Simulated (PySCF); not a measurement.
SiHF, SMILES [SiH]F (connectivity only; charge and spin as stated), neutral, multiplicity 1.

Geometry optimised at PBE0-D3(BJ)/def2-TZVPD. The isomer is the one that the SMILES or the coordinates give; other isomers of the formula were not compared.

Calculation: PBE0-D3(BJ)/def2-TZVPD run with PySCF.

Frequencies are harmonic and unscaled.

```
mode  ν (cm⁻¹)  IR (km/mol)  moving atoms (share of kinetic energy)
----  --------  -----------  --------------------------------------
1          843        124.9                         F 60 %, Si 38 %
2          865         71.1                                  H 89 %
3         1972        382.3                                  H 96 %
```
